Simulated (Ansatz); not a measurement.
Input and output for CH8BFSi2, SMILES `CB[SiH2][SiH2]F`.

```yaml
crystal:
  periodic: [false, false, false]
  atoms:
    - {symbol: C, position_ang: [-2.093012, -0.466285, -0.461014]}
    - {symbol: B, position_ang: [-0.674653, -1.095209, -0.468080]}
    - {symbol: Si, position_ang: [0.739967, -0.625112, 0.881089]}
    - {symbol: Si, position_ang: [1.742247, 1.332270, 0.056018]}
    - {symbol: F, position_ang: [2.878543, 1.860903, 1.061910]}
    - {symbol: H, position_ang: [-2.046776, 0.331035, -1.223250]}
    - {symbol: H, position_ang: [-2.414117, 0.000347, 0.471079]}
    - {symbol: H, position_ang: [-2.867038, -1.149662, -0.822479]}
    - {symbol: H, position_ang: [-0.368141, -1.804212, -1.386735]}
    - {symbol: H, position_ang: [1.810222, -1.649827, 1.034996]}
    - {symbol: H, position_ang: [0.188172, -0.292438, 2.226334]}
    - {symbol: H, position_ang: [2.387769, 1.103871, -1.264008]}
    - {symbol: H, position_ang: [0.737116, 2.419618, -0.090961]}
basis:
  gaussian: {orbitals: def2-TZVP}
hamiltonian: {xc: {name: wB97}}
output: {forces: true}
```

```sh
$ ansatz run in.yaml --threads 4 --pin off --events-out ev --progress --plain --max-ram 10444MiB
```

It prints (some lines left out):

```
Functional definition: wB97
1361 factors; their error is unknown
526 factors; integrals over basis functions are off by at most 1.9e-5 eV
mean field evaluation 1: about -20314.2344 eV, gradient 4.3e1 eV
mean field evaluation 2: about -20315.5339 eV, gradient 4.1e1 eV
mean field evaluation 4: about -20318.0361 eV, gradient 2.1e0 eV
mean field evaluation 8: about -20318.0502 eV, gradient 9.6e-2 eV
mean field evaluation 16: about -20318.0216 eV, gradient 9.4e-5 eV
mean field -20318.02157094 eV, -746.6735206824 hartree, gradient 3.7e-5 eV, S^2 0.000000; 0 other end points of the search recorded, 0 dependent functions left out
reference -20318.02155727 eV, -746.6735201799 hartree; 28, 28 occupied and 187, 187 virtual orbitals, 1361 factors
Total energy: -20318.02155727 eV, -746.6735201799 hartree
Atom 0 at    -2.093012    -0.466285    -0.461014 Å, force    -0.223727     0.110941    -0.096990 eV/Å
Atom 1 at    -0.674653    -1.095209    -0.468080 Å, force     0.144645    -0.110826    -0.001164 eV/Å
Atom 2 at     0.739967    -0.625112     0.881089 Å, force     0.168311     0.106427     0.103946 eV/Å
Atom 3 at     1.742247     1.332270     0.056018 Å, force    -0.249741    -0.112621    -0.229236 eV/Å
Atom 4 at     2.878543     1.860903     1.061910 Å, force     0.210704     0.090539     0.195952 eV/Å
Atom 5 at    -2.046776     0.331035    -1.223250 Å, force     0.007413    -0.026134     0.036259 eV/Å
Atom 6 at    -2.414117     0.000347     0.471079 Å, force    -0.002958    -0.001226     0.027192 eV/Å
Atom 7 at    -2.867038    -1.149662    -0.822479 Å, force     0.003932     0.004881     0.020560 eV/Å
Atom 8 at    -0.368141    -1.804212    -1.386735 Å, force    -0.008018    -0.026895    -0.043787 eV/Å
Atom 9 at     1.810222    -1.649827     1.034996 Å, force    -0.066370     0.032637    -0.006460 eV/Å
Atom 10 at     0.188172    -0.292438     2.226334 Å, force     0.006853    -0.032352    -0.063163 eV/Å
Atom 11 at     2.387769     1.103871    -1.264008 Å, force    -0.036961     0.015302     0.059967 eV/Å
Atom 12 at     0.737116     2.419618    -0.090961 Å, force     0.045918    -0.050673    -0.003075 eV/Å
Dipole moment:    -0.422181    -0.155777    -0.208998 e Å
```

It took 7 s on 4 threads of an Arm Neoverse V2 on a shared host, with 0.49 GiB of host memory at the peak.
